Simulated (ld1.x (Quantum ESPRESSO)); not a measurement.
Plane-wave convergence, PAW potential for Pb

ld1.x (Quantum ESPRESSO) 7.5 input, shortened:

```
&input
   title='Pb', zed=82., rel=1, dft='PZ', iswitch=3,
   config='[Xe] 4f14 5d10 6s2 6p2'
 /
 &inputp
   pseudotype=3, lpaw=.true., tm=.true., lloc=-1, rcloc=1.75,
   nlcc=.true., new_core_ps=.true., rcore=2.20,
   which_augfun='PSQ', rmatch_augfun_nc=.true.
 /
4
6S  1  0   2.00   0.00  1.80  2.25  0.0
6S  1  0   0.00   2.30  1.80  2.25  0.0
6P  2  1   2.00   0.00  2.00  2.40  0.0
6P  2  1   0.00   1.00  2.00  2.40  0.0
 &test
   configts(1)='6s2 6p2'
 /
```

The pseudo-atom Hamiltonian at the reference potential is diagonalised in spherical Bessel functions j_l(qr) that vanish at 20 bohr, with q² up to the cutoff. All-electron valence levels (Ry): 6s -0.9058, 6p -0.2727.

Question: How do the lowest levels (Ry) of each channel move with the cutoff, and are there ghosts?

Answer:

| cutoff (Ry) | s #1 | s #2 | s #3 | p #1 | d #1 | f #1 | f #2 | Σ f·Δε (mRy) |
| --- | --- | --- | --- | --- | --- | --- | --- | --- |
| 8 | -0.9058 | -0.0418 | 0.0668 | -0.2726 | -0.1161 | 0.1053 | 0.2238 | 0.8 |
| 10 | -0.9058 | -0.0419 | 0.0667 | -0.2727 | -0.1977 | 0.1053 | 0.2238 | 0.5 |
| 12 | -0.9058 | -0.0420 | 0.0667 | -0.2727 | -0.2799 | 0.1053 | 0.2238 | 0.4 |
| 400 | -2.3546 | -0.9059 | -0.0419 | -0.2728 | -0.5286 | 0.1053 | 0.2237 | 0.0 |

Result: ghost states, extra bound levels that the all-electron valence spectrum of the same l lacks: s at -32.0 eV, d at -7.2 eV (a true bound ghost makes a file unfit for plane-wave use); 10 mRy is reached at 6 Ry and 1 mRy at 8 Ry.

Test run stopped at test 7 of 9 (negative rho).
